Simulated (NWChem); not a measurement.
# Si₂H₄OClF; SMILES F[SiH2]O[SiH2]Cl

```xyz
9

Si    -0.6410    -1.7743    -0.2192
F     -0.0757    -2.4663     1.1182
O      0.2598    -0.4418    -0.5638
Si     0.9401     0.9918    -0.1464
Cl    -0.3635     2.1057     1.0246
H     -2.0468    -1.3826     0.0182
H     -0.4834    -2.7203    -1.3431
H      1.2004     1.7620    -1.3789
H      2.1635     0.7698     0.6523
```
Atoms are numbered in this order, from 1.

Level: B3LYP/6-31G* (spherical d) (NWChem), optimised geometry, unscaled harmonic frequencies. B3LYP is NWChem's, with the RPA form of VWN correlation.

| frequency (cm⁻¹) | IR intensity (km/mol) |
|---|---|
| 33 | 0.4 |
| 47 | 4.1 |
| 55 | 2.7 |
| 256 | 9.6 |
| 318 | 19.5 |
| 520 | 62.9 |
| 604 | 20.9 |
| 645 | 53.2 |
| 718 | 109.9 |
| 748 | 18.9 |
| 753 | 3.0 |
| 891 | 37.3 |
| 916 | 543.5 |
| 970 | 329.3 |
| 998 | 23.3 |
| 1013 | 204.7 |
| 1135 | 505.7 |
| 2300 | 148.0 |
| 2308 | 44.0 |
| 2315 | 151.0 |
| 2318 | 203.1 |

| Quantity | Value |
|---|---|
| zero-point energy | 28.4 kcal/mol |
| thermal correction to the enthalpy at 298.15 K (with zero-point energy) | 33.5 kcal/mol |
| heat capacity Cv | 23.1 cal/(mol K) |
| entropy at 298.15 K and 1 atm (symmetry number 1) | 89.9 cal/(mol K) |
| dipole moment | 1.69 D |

Rigid rotor and harmonic oscillator; modes under 100 cm⁻¹ make the entropy uncertain.
